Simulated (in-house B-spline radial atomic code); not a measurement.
# S IV (S3+): [Ne] 3s2 3d1 (an excited or competing configuration)

Method: non-relativistic Hartree-Fock with fractional occupations, spin-polarised, spherical fractional occupations, point nucleus. Calculated with a B-spline radial code for spherical atoms.

Effective charges: Z_r = [3n² - l(l+1)]/(2<r>) from the radius, Z_e = n√(-2ε) from the energy, and Slater's rules. Values are occupation-weighted means over spin.

| shell | electrons | ε (eV) | <r> (bohr) | Z_r | Z_e | Slater |
| --- | --- | --- | --- | --- | --- | --- |
| 1s | 2 | -2552 | 0.09712 | 15.44 | 13.70 | 15.70 |
| 2s | 2 | -290.73 | 0.4737 | 12.67 | 9.25 | 11.85 |
| 2p | 6 | -227.4 | 0.4393 | 11.38 | 8.18 | 11.85 |
| 3s | 2 | -58.681 | 1.522 | 8.87 | 6.23 | 6.85 |
| 3d | 1 | -20.457 | 2.26 | 4.65 | 3.68 | 4.00 |

The least bound orbital is 3d up at -20.46 eV, and it is also the most diffuse (<r> = 2.26 bohr).

Caution: exact exchange at fractional occupations of open shells leaves self-interaction of up to several eV.
